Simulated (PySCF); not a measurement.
C₂H₇FO₂Si, SMILES C[C@@H](O)[Si@@H](O)F.

Geometry optimised at PBE0-D3(BJ)/def2-SVP. The structure was generated by enumeration; whether it is a known compound was not checked. One conformer was computed; it need not be the lowest.

Two levels are set side by side: PBE/def2-TZVP (PySCF) and B3LYP/def2-TZVP (PySCF). Same geometry, gas phase. Differences are taken from unrounded values.

```json
[
 {"quantity": "orbital gap (eV)", "B3LYP": "7.36", "PBE": "5.53", "PBE minus B3LYP": "-1.83"},
 {"quantity": "highest occupied level (eV)", "B3LYP": "-7.28", "PBE": "-5.98", "PBE minus B3LYP": "1.30"},
 {"quantity": "lowest empty level (eV)", "B3LYP": "0.08", "PBE": "-0.45", "PBE minus B3LYP": "-0.53"},
 {"quantity": "dipole moment (D)", "B3LYP": "1.89", "PBE": "1.75", "PBE minus B3LYP": "-0.13"},
 {"quantity": "mean polarisability (bohr³)", "B3LYP": "55.6", "PBE": "58.1", "PBE minus B3LYP": "2.4"}
]
```

Without exact exchange PBE keeps part of each electron's self-repulsion, which lifts occupied levels and narrows the gap. PBE's more diffuse valence density responds more strongly to a field. Differences between two approximate levels are no errors against the true value.

Rough cost on one machine, each run with all the roots and properties that it gave: B3LYP against PBE within a factor of 2.
